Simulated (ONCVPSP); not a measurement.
# Scattering properties, ONCV potential for Au (Z = 79)

ONCVPSP 4.0.1 input, shortened (lines: element, Z, core and valence counts, functional; n l f; lmax; l rc ep ncon nbas qcut; lloc lpopt rc5 dvloc0; l nproj debl; icmod fcfact rcfact), PBE, scalar-relativistic:

```
  Au 79.00   10    4        4      upf
    1    0    2.00
    2    0    2.00
    2    1    6.00
    3    0    2.00
    3    1    6.00
    3    2   10.00
    4    0    2.00
    4    1    6.00
    4    2   10.00
    4    3   14.00
    5    0    2.00
    5    1    6.00
    5    2   10.00
    6    0    1.00
    2
    0    1.80    0.00    4    8    8.00
    1    1.15    0.00    4    8    8.20
    2    1.75    0.00    4    8   10.40
    4    5    0.90    6.00
    0    2    2.90
    1    2    0.30
    2    2    3.20
    0    0.00    0.00
```

In the p channel the program set the typed energies aside and used -2.197, 0.250 Ha.

The phase is arctan(r·R′/R) of the radial function R(r), unwrapped; energies in Ha, scanned from -5 to 5 Ha. A pole is an energy at which the radial function vanishes at the test radius. The pseudo phase is shifted by a multiple of π to meet the all-electron one at the reference energy, and phase errors are pseudo minus all-electron; the curves can meet again beyond the range given. Levels narrower than the energy grid can be missing from the lists of poles.

```json
{"channel": "s", "radius (bohr)": "1.83", "reference energy (Ha)": "-0.21", "poles, all-electron": "-3.87, 3.99", "poles, pseudo": "-3.87, 1.77, 4.12", "unbroken range about the reference energy with phases within 0.05 rad": "below 1.7", "phase error 1 Ha above the reference energy (rad)": "-0.004"}
{"channel": "p", "radius (bohr)": "1.17", "reference energy (Ha)": "-2.20", "poles, all-electron": "1.97", "poles, pseudo": "1.97", "unbroken range about the reference energy with phases within 0.05 rad": "the whole range", "phase error 1 Ha above the reference energy (rad)": "-0.000"}
{"channel": "d", "radius (bohr)": "1.78", "reference energy (Ha)": "-0.25", "poles, all-electron": "0.80", "poles, pseudo": "0.80", "unbroken range about the reference energy with phases within 0.05 rad": "the whole range", "phase error 1 Ha above the reference energy (rad)": "-0.000"}
```

Note: no bound ghost flagged; GHOST(+) flagged for s at 50.8 eV, p at 390.7 eV.

Phases in the p channel:

```csv
E (Ha),all-electron,pseudo
-4.96,0.528,0.527
-4.72,0.395,0.394
-4.48,0.237,0.236
-4.24,0.056,0.056
-4.00,-0.138,-0.139
-3.76,-0.333,-0.334
-3.52,-0.516,-0.516
-3.28,-0.676,-0.676
-3.04,-0.812,-0.813
-2.80,-0.926,-0.926
-2.56,-1.019,-1.019
-2.32,-1.096,-1.096
-2.08,-1.161,-1.161
-1.84,-1.215,-1.215
-1.60,-1.261,-1.261
-1.36,-1.301,-1.301
-1.12,-1.335,-1.335
-0.88,-1.366,-1.366
-0.64,-1.393,-1.393
-0.40,-1.417,-1.417
-0.16,-1.438,-1.438
0.08,-1.458,-1.458
0.32,-1.476,-1.476
0.56,-1.492,-1.492
0.80,-1.508,-1.508
1.04,-1.522,-1.522
1.28,-1.536,-1.536
1.52,-1.548,-1.548
1.76,-1.561,-1.561
2.00,-1.572,-1.572
2.24,-1.583,-1.584
2.48,-1.594,-1.595
2.72,-1.605,-1.605
2.96,-1.615,-1.615
3.20,-1.625,-1.626
3.44,-1.635,-1.636
3.68,-1.646,-1.646
3.92,-1.656,-1.656
4.16,-1.666,-1.667
4.40,-1.676,-1.677
4.64,-1.687,-1.688
4.88,-1.697,-1.699
```
